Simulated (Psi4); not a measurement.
Job for Psi4: SAPT0/jun-cc-pV(D+d)Z on C2H7ClO (a complex), monomers drawn apart or pushed together.

```
memory 2025 MB

molecule dimer {
0 1
C    -0.52141351   -0.45723633   -0.31723253
O     0.13506184    0.73318891    0.09352911
H     0.16233157   -1.15025171   -0.81906902
H    -1.29800949   -0.16694498   -1.02376065
H    -0.99145332   -0.97866530    0.52415896
H     0.79730805    0.49673211    0.75477894
--
0 1
C    -0.60281198    0.97142608    3.08806335
Cl    0.87589517   -0.05139463    2.95887309
H    -0.36490809    1.82197833    3.71895257
H    -0.86909060    1.28793961    2.08422015
H    -1.38708175    0.36780369    3.53388559
units angstrom
symmetry c1
no_reorient
no_com
}

set {
  basis jun-cc-pV(D+d)Z
  scf_type df
  freeze_core true
}

energy('sapt0')
```

It printed:

```
[...]
==> Input File <==

--------------------------------------------------------------------------
memory 2025 MB

molecule dimer {
0 1
C    -0.52141351   -0.45723633   -0.31723253
O     0.13506184    0.73318891    0.09352911
H     0.16233157   -1.15025171   -0.81906902
H    -1.29800949   -0.16694498   -1.02376065
H    -0.99145332   -0.97866530    0.52415896
H     0.79730805    0.49673211    0.75477894
--
0 1
C    -0.60281198    0.97142608    3.08806335
Cl    0.87589517   -0.05139463    2.95887309
H    -0.36490809    1.82197833    3.71895257
H    -0.86909060    1.28793961    2.08422015
H    -1.38708175    0.36780369    3.53388559
units angstrom
symmetry c1
no_reorient
no_com
}

set {
  basis jun-cc-pV(D+d)Z
  scf_type df
  freeze_core true
}

energy('sapt0')
--------------------------------------------------------------------------


   => Loading Basis Set <=

    Name: JUN-CC-PV(D+D)Z
    Role: ORBITAL
    Keyword: BASIS
    atoms 1, 7      entry C          line   188 file jun-cc-pv_dpd_z.gbs
    atoms 2         entry O          line   256 file jun-cc-pv_dpd_z.gbs
    atoms 3-6, 9-11 entry H          line    60 file jun-cc-pv_dpd_z.gbs
    atoms 8         entry CL         line   764 file jun-cc-pv_dpd_z.gbs

   => Loading Basis Set <=

    Name: JUN-CC-PV(D+D)Z
    Role: ORBITAL
    Keyword: BASIS
    atoms 1, 7      entry C          line   188 file jun-cc-pv_dpd_z.gbs
    atoms 2         entry O          line   256 file jun-cc-pv_dpd_z.gbs
    atoms 3-6, 9-11 entry H          line    60 file jun-cc-pv_dpd_z.gbs
    atoms 8         entry CL         line   764 file jun-cc-pv_dpd_z.gbs


  //>>>>>>>>>>>>>>>>>>>>>>>>>>>>>>>>>>>//
  //              Dimer HF             //
  //<<<<<<<<<<<<<<<<<<<<<<<<<<<<<<<<<<<//

   => Libint2 <=

    Primary   basis highest AM E, G, H:  7, 6, 3
    Auxiliary basis highest AM E, G, H:  7, 7, 4
    Onebody   basis highest AM E, G, H:  -, -, -
    Solid Harmonics ordering:            Gaussian


   => Loading Basis Set <=

    Name: JUN-CC-PV(D+D)Z
    Role: ORBITAL
    Keyword: BASIS
    atoms 1, 7      entry C          line   188 file jun-cc-pv_dpd_z.gbs
    atoms 2         entry O          line   256 file jun-cc-pv_dpd_z.gbs
    atoms 3-6, 9-11 entry H          line    60 file jun-cc-pv_dpd_z.gbs
    atoms 8         entry CL         line   764 file jun-cc-pv_dpd_z.gbs


         ---------------------------------------------------------
                                   SCF
               by Justin Turney, Rob Parrish, Andy Simmonett
                          and Daniel G. A. Smith
                              RHF Reference
                        1 Threads,   1931 MiB Core
         ---------------------------------------------------------

  ==> Geometry <==

    Molecular point group: c1
    Full point group: C1

    Geometry (in Angstrom), charge = 0, multiplicity = 1:

       Center              X                  Y                   Z               Mass
    ------------   -----------------  -----------------  -----------------  -----------------
         C           -0.521413510000    -0.457236330000    -0.317232530000    12.000000000000
         O            0.135061840000     0.733188910000     0.093529110000    15.994914619570
         H            0.162331570000    -1.150251710000    -0.819069020000     1.007825032230
         H           -1.298009490000    -0.166944980000    -1.023760650000     1.007825032230
         H           -0.991453320000    -0.978665300000     0.524158960000     1.007825032230
         H            0.797308050000     0.496732110000     0.754778940000     1.007825032230
         C           -0.602811980000     0.971426080000     3.088063350000    12.000000000000
         CL           0.875895170000    -0.051394630000     2.958873090000    34.968852682000
         H           -0.364908090000     1.821978330000     3.718952570000     1.007825032230
         H           -0.869090600000     1.287939610000     2.084220150000     1.007825032230
         H           -1.387081750000     0.367803690000     3.533885590000     1.007825032230

  Running in c1 symmetry.

  Rotational constants: A =      0.29468  B =      0.03469  C =      0.03305 [cm^-1]
  Rotational constants: A =   8834.19178  B =   1039.87915  C =    990.93700 [MHz]
  Nuclear repulsion =  166.086169690618590

  Charge       = 0
  Multiplicity = 1
  Electrons    = 44
  Nalpha       = 22
  Nbeta        = 22

  ==> Algorithm <==

  SCF Algorithm Type is DF.
  DIIS enabled.
  MOM disabled.
  Fractional occupation disabled.
  Guess Type is SAD.
  Energy threshold   = 1.00e-08
  Density threshold  = 1.00e-08
  Integral threshold = 1.00e-12

  ==> Primary Basis <==

  Basis Set: JUN-CC-PV(D+D)Z
    Blend: JUN-CC-PV(D+D)Z
    Number of shells: 56
    Number of basis functions: 116
    Number of Cartesian functions: 121
    Spherical Harmonics?: true
    Max angular momentum: 2

   => Loading Basis Set <=

    Name: (JUN-CC-PV(D+D)Z AUX)
    Role: JKFIT
    Keyword: DF_BASIS_SCF
    atoms 1
[...]
92503962
    Total Energy =                       -499.1225037072448458

Computation Completed


Properties will be evaluated at   0.000000,   0.000000,   0.000000 [a0]

Properties computed using the SCF density matrix


 Multipole Moments:

 ------------------------------------------------------------------------------------
     Multipole            Electronic (a.u.)      Nuclear  (a.u.)        Total (a.u.)
 ------------------------------------------------------------------------------------

 L = 1.  Multiply by 2.5417464519 to convert [e a0] to [Debye]
 Dipole X            :        -17.0969579           16.3504123           -0.7465456
 Dipole Y            :        -15.4151562           15.9352467            0.5200905
 Dipole Z            :       -147.6477536          147.7128632            0.0651097
 Magnitude           :                                                    0.9121753

 ------------------------------------------------------------------------------------

  Constructing Basis Sets for SAPT...

   => Loading Basis Set <=

    Name: (JUN-CC-PV(D+D)Z AUX)
    Role: RIFIT
    Keyword: DF_BASIS_SAPT
    atoms 1, 7      entry C          line   100 file jun-cc-pvdz-ri.gbs
    atoms 2         entry O          line   188 file jun-cc-pvdz-ri.gbs
    atoms 3-6, 9-11 entry H          line    30 file jun-cc-pvdz-ri.gbs
    atoms 8         entry CL         line   544 file jun-cc-pvdz-ri.gbs

   => Loading Basis Set <=

    Name: (JUN-CC-PV(D+D)Z AUX)
    Role: JKFIT
    Keyword: DF_BASIS_ELST
    atoms 1, 7      entry C          line   146 file jun-cc-pvdz-jkfit.gbs
    atoms 2         entry O          line   258 file jun-cc-pvdz-jkfit.gbs
    atoms 3-6, 9-11 entry H          line    70 file jun-cc-pvdz-jkfit.gbs
    atoms 8         entry CL         line   746 file jun-cc-pvdz-jkfit.gbs


  //>>>>>>>>>>>>>>>>>>>>>>>>>>>>>>>>>>>//
  //               SAPT0               //
  //<<<<<<<<<<<<<<<<<<<<<<<<<<<<<<<<<<<//



        SAPT0
    Ed Hohenstein
     6 June 2009

      Orbital Information
  --------------------------
    NSO        =       116
    NMO        =       116
    NRI        =       378
    NRI (Elst) =       519
    NOCC A     =         9
    NOCC B     =        13
    FOCC A     =         2
    FOCC B     =         6
    NVIR A     =       107
    NVIR B     =       103

    Elst10,r            =    -0.013633205519 [Eh]
    Exch10              =     0.019832376012 [Eh]
    Exch10 (S^2)        =     0.019694656483 [Eh]

    Maxiter = 50
    CPHF R converge = 1.000000E-08

    Iter     Energy [mEh]          dE [mEh]         Residual      Time [s]
       1      -3.05850408       3.058504080     8.109084e-03             0
       2      -3.75824223       0.699738149     2.128437e-03             0
       3      -3.76077064       0.002528413     9.554007e-04             0
       4      -3.74568747      -0.015083168     3.050877e-04             0
       5      -3.74447985      -0.001207626     7.709286e-05             0
       6      -3.74594586       0.001466015     2.209544e-05             0
       7      -3.74596741       0.000021550     6.720480e-06             0
       8      -3.74585003      -0.000117379     1.247202e-06             0
       9      -3.74586749       0.000017457     2.303992e-07             0
      10      -3.74586604      -0.000001447     4.972530e-08             0
      11      -3.74586596      -0.000000084     1.267015e-08             0
      12      -3.74586605       0.000000089     2.360828e-09             0

    CHF Iterations converged

    Maxiter = 50
    CPHF R converge = 1.000000E-08

    Iter     Energy [mEh]          dE [mEh]         Residual      Time [s]
       1      -3.68913351       3.689133507     1.123909e-02             0
       2      -4.70811006       1.018976557     4.515391e-03             0
       3      -4.78530171       0.077191641     9.859138e-04             0
       4      -4.75875028      -0.026551422     3.539704e-04             0
       5      -4.75504189      -0.003708388     7.300820e-05             0
       6      -4.75692917       0.001887279     1.790731e-05             0
       7      -4.75668581      -0.000243360     4.468132e-06             0
       8      -4.75669320       0.000007382     1.190223e-06             0
       9      -4.75670011       0.000006908     3.140486e-07             0
      10      -4.75669879      -0.000001311     7.159225e-08             0
      11      -4.75669847      -0.000000326     1.758960e-08             0
      12      -4.75669854       0.000000076     4.385521e-09             0

    CHF Iterations converged

    Ind20,r (A<-B)      =    -0.003745866048 [Eh]
    Ind20,r (B<-A)      =    -0.004756698545 [Eh]
    Ind20,r             =    -0.008502564593 [Eh]
    Exch-Ind20,r (A<-B) =     0.003241617844 [Eh]
    Exch-Ind20,r (B<-A) =     0.003033316629 [Eh]
    Exch-Ind20,r        =     0.006274934473 [Eh]
    Disp20              =    -0.006547004834 [Eh]
    Disp20 (SS)         =    -0.003273502417 [Eh]
    Disp20 (OS)         =    -0.003273502417 [Eh]
    Exch-Disp20         =     0.001148034185 [Eh]
    Exch-Disp20 (SS)    =     0.000623106610 [Eh]
    Exch-Disp20 (OS)    =     0.000524927575 [Eh]

    SAPT Results
  --------------------------------------------------------------------------------------------------------
    Electrostatics                -13.63320552 [mEh]      -8.55496562 [kcal/mol]     -35.79397616 [kJ/mol]
      Elst10,r                    -13.63320552 [mEh]      -8.55496562 [kcal/mol]     -35.79397616 [kJ/mol]

    Exchange                       19.83237601 [mEh]      12.44500383 [kcal/mol]      52.06989604 [kJ/mol]
      Exch10                       19.83237601 [mEh]      12.44500383 [kcal/mol]      52.06989604 [kJ/mol]
      Exch10(S^2)                  19.69465648 [mEh]      12.35858353 [kcal/mol]      51.70831347 [kJ/mol]

    Induction                      -3.87810003 [mEh]      -2.43354451 [kcal/mol]     -10.18195022 [kJ/mol]
      Ind20,r                      -8.50256459 [mEh]      -5.33543983 [kcal/mol]     -22.32348026 [kJ/mol]
      Exch-Ind20,r                  6.27493447 [mEh]       3.93758083 [kcal/mol]      16.47483819 [kJ/mol]
      delta HF,r (2)               -1.65046991 [mEh]      -1.03568550 [kcal/mol]      -4.33330814 [kJ/mol]

    Dispersion                     -5.39897065 [mEh]      -3.38790523 [kcal/mol]     -14.17499548 [kJ/mol]
      Disp20                       -6.54700483 [mEh]      -4.10830756 [kcal/mol]     -17.18915882 [kJ/mol]
      Exch-Disp20                   1.14803418 [mEh]       0.72040233 [kcal/mol]       3.01416334 [kJ/mol]
      Disp20 (SS)                  -3.27350242 [mEh]      -2.05415378 [kcal/mol]      -8.59457941 [kJ/mol]
      Disp20 (OS)                  -3.27350242 [mEh]      -2.05415378 [kcal/mol]      -8.59457941 [kJ/mol]
      Exch-Disp20 (SS)              0.62310661 [mEh]       0.39100530 [kcal/mol]       1.63596618 [kJ/mol]
      Exch-Disp20 (OS)              0.52492758 [mEh]       0.32939703 [kcal/mol]       1.37819716 [kJ/mol]

  Total HF                          2.32107047 [mEh]       1.45649371 [kcal/mol]       6.09396967 [kJ/mol]
  Total SAPT0                      -3.07790018 [mEh]      -1.93141152 [kcal/mol]      -8.08102582 [kJ/mol]

  Special recipe for scaled SAPT0 (see Manual):
    Electrostatics sSAPT0         -13.63320552 [mEh]      -8.55496562 [kcal/mol]     -35.79397616 [kJ/mol]
    Exchange sSAPT0                19.83237601 [mEh]      12.44500383 [kcal/mol]      52.06989604 [kJ/mol]
    Induction sSAPT0               -3.74554050 [mEh]      -2.35036215 [kcal/mol]      -9.83391524 [kJ/mol]
    Dispersion sSAPT0              -5.37471815 [mEh]      -3.37268656 [kcal/mol]     -14.11132055 [kJ/mol]
  Total sSAPT0                     -2.92108816 [mEh]      -1.83301049 [kcal/mol]      -7.66931590 [kJ/mol]
  --------------------------------------------------------------------------------------------------------



*** Psi4 exiting successfully. Buy a developer a beer!
```

The run finished.

Cost: about 12 core-seconds (a rough figure).
